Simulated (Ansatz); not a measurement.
AlBFH4NS, SMILES `B[NH][Al]([F])[SH]`, relaxed with RKS PBE0-D4/def2-TZVP in Ansatz from a PBE-D4/def2-SVP geometry. The force threshold is 0.005 eV/Å; the program also tests the step.

Total charge 0; spin multiplicity 1.

Start:

```xyz
9

B    -0.701   -1.087   -0.561
N     0.600   -0.625   -0.719
Al    0.153    1.013   -0.038
F    -0.284    2.251   -1.084
S     0.555    1.613    2.029
H    -1.209   -2.157   -0.815
H    -1.449   -0.201   -0.043
H     1.356   -1.170   -1.133
H     0.981    0.362    2.363
```

Question: By how much does the energy fall, and how many steps does the optimiser take? (Best estimate.)

Answer: The calculation gave: 4.84 kJ/mol, in 8 steps.

Question: Which bonds change most? (Best estimate.)

Answer: The calculation gave: Al3–F4 from 1.678 to 1.646 Å; N2–Al3 from 1.829 to 1.799 Å; B1–H6 from 1.212 to 1.191 Å; B1–H7 from 1.270 to 1.249 Å.

Question: Give the relaxed structure. (An estimate is asked.)

Answer: Computed: 
```xyz
9

B    -0.704   -1.075   -0.563
N     0.588   -0.616   -0.704
Al    0.164    1.003   -0.044
F    -0.307    2.214   -1.055
S     0.585    1.603    2.000
H    -1.190   -2.130   -0.828
H    -1.452   -0.206   -0.066
H     1.343   -1.157   -1.086
H     0.974    0.363    2.344
```
